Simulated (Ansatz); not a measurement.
Consider the redistribution: `BN(C)[SiH2][SiH3]` + `OCBCl` → `BN(C)[SiH2]Cl` + `OCB[SiH3]`.

Computed with Ansatz on PBE0-D4/def2-TZVP structures; ΔE is electronic, products minus reactants. CCSD(T)/CBS is the MP2 limit (def2-TZVPP, def2-QZVPP) plus CCSD(T) − MP2 in def2-TZVPP, frozen cores. Functionals use def2-TZVPP. One conformer a species, not always the lowest.

| level | ΔE (kJ/mol) |
| --- | --- |
| BHLYP | 8.9 |
| CCSD/def2-TZVPP | 14.1 |

Question: What does CCSD(T)/CBS give? (Best estimate.)

Answer: Ansatz gave: +14.6 kJ/mol. The listed levels differ from it by -5.7, -0.5 kJ/mol.

Largest T1 diagnostic among the species: 0.013.

The D4 term adds +3.3 kJ/mol with B3LYP and +1.8 kJ/mol with PBE0; it sums over pairs of atoms, weighted by their polarisabilities, and B3LYP, whose exchange is more repulsive, gets the larger term. From PBE to PBE0 (25 % exact exchange), in def2-TZVPP and without D4, ΔE moves by −4.2 kJ/mol.

B3LYP here is the variant with VWN-RPA as its local correlation; programs differ in this.
